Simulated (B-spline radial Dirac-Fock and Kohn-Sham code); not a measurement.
## Br⁴⁺ 4p3/2: cross section and angular parameters

System: Br⁴⁺ in the configuration 1s2 2s2 2p6 3s2 3p6 3d10 4s2 4p1; threshold 57.36 eV (orbital energy of the model). Calculated with a B-spline atomic structure program, using Dirac-Hartree-Slater photoionisation with a Latter tail; cross sections with all multipoles, angular parameters from the dipole term and its interference with E2.

Input file task.json (cfg lists n, l and occupation; rrms is the nuclear radius in fm):

```json
{"items": [{
  "Z": 35,
  "q": 4,
  "cfg": [[1, 0, 2], [2, 0, 2], [2, 1, 6], [3, 0, 2], [3, 1, 6], [3, 2, 10], [4, 0, 2], [4, 1, 1]],
  "A": 79,
  "rrms": 4.1629,
  "do": "xps",
  "hv": [53.1, 60.8, 89.5, 106.0, 150, 182.0, 200, 300, 354.0, 400, 419.0, 562.0, 600, 605.0, 617.0, 662.0, 725.0, 1010.0, 1080.0, 1253.6, 1790.0, 2520.0, 4070.0, 5110.0, 6000, 7760.0, 9251.7, 12800.0, 13500.0, 14000.0]
}]}
```

Run with: `python xray2_run.py task.json out`

```
hν (eV)   σ (kb)       β       γ       δ
   89.5     42.5  -0.008  -0.034   0.029
    106     38.0   0.321   0.024   0.027
    150     31.0   0.915   0.139   0.015
    182     26.5   1.145   0.157   0.009
    200     24.2   1.236   0.157   0.006
    300     14.8   1.499   0.087   0.000
    354     11.8   1.563   0.049  -0.001
    400     9.97   1.599   0.023  -0.001
    419     9.33   1.610   0.014  -0.001
    562     5.92   1.659  -0.021   0.000
    600     5.31   1.665  -0.023   0.000
    605     5.23   1.666  -0.023   0.000
    617     5.06   1.667  -0.023   0.000
    662     4.48   1.671  -0.022   0.001
    725     3.82   1.674  -0.016   0.001
   1010     2.05   1.666   0.047   0.004
   1080     1.79   1.661   0.067   0.004
 1253.6     1.32   1.645   0.121   0.006
   1790    0.598   1.587   0.298   0.011
   2520    0.261   1.506   0.514   0.020
   4070   0.0738   1.355   0.861   0.044
   5110   0.0390   1.270   1.036   0.062
   6000   0.0245   1.205   1.157   0.078
   7760        ?       ?       ?       ?
 9251.7  0.00659   1.014   1.467   0.136
  12800  0.00234   0.860   1.670   0.197
  13500  0.00197   0.834   1.700   0.209
  14000  0.00175   0.816   1.720   0.218
```

Question: Give the values at 7760 eV.

Answer: σ = 0.0113 kb, β = 1.094, γ = 1.345, δ = 0.109.
